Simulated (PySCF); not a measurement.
TiF3, SMILES [F][Ti+]([F])[F], charge +1, multiplicity 1.

The structure is a stationary point at PBE-D3(BJ)/def2-SVP. The multiplicity is an assumed one; other spin states were not compared. The isomer is the one that the SMILES or the coordinates give; other isomers of the formula were not compared.

Level of theory: PySCF with PBE-D3(BJ)/def2-SVP.

Frequencies are harmonic and unscaled.

Modes within 1.5 cm⁻¹ of each other (mostly degenerate sets) share a row, with their intensities summed.

```tsv
mode	ν (cm⁻¹)	IR (km/mol)	moving atoms (share of kinetic energy)
1	173	48.3	F 58 %, Ti 42 %
2–3	215	14.1	F 88 %, Ti 12 %
4	811	18.0	F 87 %, Ti 13 %
5–6	887	329.6	F 63 %, Ti 37 %
```
